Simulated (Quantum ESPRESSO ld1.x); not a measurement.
The numbers below are computed, except where a source is named.
Nd2+, 58 electrons, occupied as [Xe] 4f2 5d1 6p1 (not the ground configuration). Code: ld1.x of Quantum ESPRESSO 7.5. Model: scalar-relativistic Kohn-Sham, revPBE, spin-unpolarised, spherical densities, point nucleus.

Normalised radial functions P(r) = r R(r), r in bohr:

```
   r/bohr * 4p, o 5d (the largest magnitude, 1.46, reaches the edge; | marks zero, & curves that meet)
 0.004488                             o*
 0.006131                             o*
  0.00831                             o*
  0.01126                             o *
  0.01526                             o   *
  0.02085                             o    *
  0.02826                             o       *
   0.0383                             |o        *
   0.0519                             |o        *
  0.07091                             | o     *
   0.0961                             | *o
   0.1302                      *      |   o
   0.1765              *              |   o
   0.2411                 *           | o
   0.3268                           o | *
   0.4429                       o     |                   *
   0.6003                       o     |                          *
   0.8201                            o|                   *
    1.111                             |      o*
    1.506                             | *          o
    2.041                             *             o
    2.789                             *         o
     3.78                             *    o
    5.123                             * o
    6.942                             &
    9.484                             &
    12.85                             &
```

4p: eigenvalue -258.08 eV, 2 radial nodes at r = 0.103, 0.315 bohr, <r> = 0.639 bohr, 90 % of the charge inside 0.928 bohr. 5d: eigenvalue -19.167 eV, 2 radial nodes at r = 0.282, 0.857 bohr, <r> = 2.24 bohr, 90 % of the charge inside 3.37 bohr.
